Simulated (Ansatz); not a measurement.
The same path of Cl3HSn + ClH (7 atoms, charge 0, multiplicity 1) was run twice with different band settings. Lost on the way: Sn1–H2, Cl6–H7. Made: Sn1–Cl6, H2–H7.

The calculation used RKS B3LYP-D4/def2-SVP (Ansatz).

Relaxed end points:

```xyz
7
Properties=species:S:1:pos:R:3
Sn 0.324 0.000 -0.176
H 0.405 0.000 1.525
Cl 2.506 0.000 -1.052
Cl -0.741 1.901 -1.044
Cl -0.741 -1.901 -1.044
Cl -2.866 0.000 1.592
H -2.492 0.000 2.828
```

```xyz
7
Properties=species:S:1:pos:R:3
Sn -0.620 0.000 -0.813
H 0.128 0.000 3.324
Cl 1.407 0.000 0.348
Cl -0.738 1.909 -2.151
Cl -0.738 -1.910 -2.151
Cl -2.414 0.000 0.682
H -0.630 0.000 3.389
```

Common settings: movable images 7; spring 5.0 eV/Å²; start path through a guess of the saddle point; force threshold 0.05 eV/Å; iteration limit 60; end points relaxed.

| run | climbing image | optimiser |
| --- | --- | --- |
| 1 | yes | quadratic models (default) |
| 2 | from the first iteration | fire |

(1) What does each run give, and how far can it be trusted?

Results:

(1) Run 1: converged after 15 iterations, highest image 1.364 eV above the first end. A vibrational analysis at the climbing image gives one clearly imaginary mode, 1174i cm⁻¹: a first-order saddle point.
Run 2: converged after 53 iterations, highest image 1.366 eV above the first end. Another band between the same ends (7 images) ends at a top of the same energy, where a vibrational analysis finds 1 clearly imaginary mode.
The orbitals stay closed-shell, which can raise the energy where a bond breaks towards radicals; this wasn't checked here.
